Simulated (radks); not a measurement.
Valence configurations of Hg3+ (all share [Xe]). Method: scalar-relativistic Kohn-Sham, PBEsol, spin-polarised, spherical densities, point nucleus; open shells are filled with parallel spins first (spin-orbit coupling, left out, can overturn this in heavy ions); computed with a radial shooting solver on a logarithmic mesh with Libxc functionals. Energies are relative to 4f14 5d9; eigenvalues in eV for spin up.

\begin{tabular}{lrrrrrr}
valence & E (eV) & moment (Bohr magnetons) & e(4f) & e(5d) & e(6p) & e(6s) \\ \hline
4f14 5d9 & 0.000 & 1 & -130.47 & -42.844 & - & - \\
4f14 5d8.5 6p0.5 & 9.166 & 2 & -133.52 & -45.336 & -25.468 & - \\
4f13 5d10 & 93.185 & 1 & -143.56 & -44.312 & - & - \\
4f13 5d9 6s1 & 102.89 & 3 & -148.17 & -48.005 & - & -36.914 \\
4f13 5d9 6p1 & 113.82 & 3 & -149.82 & -49.425 & -26.935 & - \\
4f14 5d7 6p2 & 38.736 & 5 & -142.67 & -52.632 & -28.944 & - \\
4f13.5 5d9 6p0.5 & 55.008 & 2 & -140.06 & -46.115 & -25.555 & - \\
4f14 5d8 6p1 & 18.657 & 3 & -136.56 & -47.794 & -26.726 & - \\
4f13 5d8 6s2 & 114.76 & 3 & -152.93 & -51.433 & - & -38.222 \\
4f12 5d10 6s1 & 207.98 & 3 & -161.76 & -49.591 & - & -37.196 \\
\end{tabular}

NIST lists [Xe] 4f14 5d9 as the ground configuration; this level of theory agrees among the configurations tried. The energies are those of spherical high-spin densities, not of single terms.
